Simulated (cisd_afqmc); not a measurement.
Input (AFQMC/CISD/cc-pV(D+d)Z; cisd_afqmc is a phaseless AFQMC code with CISD trial states that reads the integrals written by Ansatz): A basis named .json is the Basis Set Exchange file of that set.

Ansatz 0.2 input:
```python
import cisd_afqmc

open("ham.yaml", "w").write("""\
crystal:
  periodic: [false, false, false]
  atoms:
    - {symbol: B, position_ang: [-0.00000000, -0.00000000, -1.23654853]}
    - {symbol: Cl, position_ang: [0.00000000, 0.00000000, 0.36369074]}
basis:
  gaussian:
    orbitals: cc-pV_D+d_Z.json
total_charge: 1
magnetization: {spin_polarized: true, initial_magnetization: 1}
correlation: {method: ccsd, electrons: outside_noble_gas, hamiltonian_folder: ham}
""")
rep = cisd_afqmc.ansatz("ham.yaml")
e_ccsd = rep["correlation"]["coupled_cluster"]["energy"]["hartree"]
out = cisd_afqmc.run("ham", e_ccsd, trial="CISD", walkers=200, populations=8, threads=8, dt=0.005, steps=40, early=24, settle=10, least=32,
    cut=5e-5, rank_cut=2e-4, target=0.0004, seconds=1500, seed=1, memory=17280, gpu=False)
```

Output:

```
orbitals 31, occupied [5, 4], factors 171 of 371, rank of the doubles 126 of 238
E(HF) = -483.814786
E(CCSD) on the cut factors = -484.009044, shift to the whole factors -0.000007
Energy of the trial state on the determinant = -484.008996
  tau behind 7.2 of longer steps, mean of the populations' last blocks
   2.0  -484.01778
   4.0  -484.01627
   6.0  -484.01802
   8.0  -484.01905
blocks 355 (2 outliers left out), error by blocks joined: 1: 0.00013, 2: 0.00016, 4: 0.00020, 8: 0.00025, 16: 0.00029
E(AFQMC/CISD) = -484.01812 +/- 0.00029
```

The two halves of the walk average -484.01738 and -484.01885 Eh, farther apart than the printed bar allows, so the bar may be too narrow.
